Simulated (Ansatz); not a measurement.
Frontier orbitals of CH4BFN2, SMILES `BNC(=N)F`.

```xyz
9

B     1.198    0.695   -0.698
N     0.476    0.237    0.420
C    -0.734   -0.425    0.413
N    -1.412   -0.734   -0.585
F    -1.095   -0.702    1.684
H     2.232    1.249   -0.476
H     0.765    0.516   -1.789
H     0.834    0.382    1.351
H    -2.264   -1.218   -0.321
```

The species carries charge 0 and has multiplicity 1. Geometry: relaxed with PBE0-D4/def2-TZVP. It is one conformer, not always the lowest. Basis def2-TZVPP, the Gaussian-basis code of Ansatz.

Orbital energies of one run (eV). Highest occupied ones, from the top: -10.67, -11.26, -12.25, -13.40, -14.00, -15.43, -16.66, -16.97, -18.24, -19.27, -20.99, -27.94, -29.88, -37.75. Empty: 1.09, 2.72, 3.81, 3.81, 3.98, 4.37.

(1) Which functional gave them?
A. ωB97X-V
B. r2SCAN
C. HSE06 (plane-wave form)
D. r2SCANh

Answers

(1) A. HOMO energies: ωB97X-V -10.67, HSE06 -7.90, r2SCANh -7.75, r2SCAN -7.27 eV.
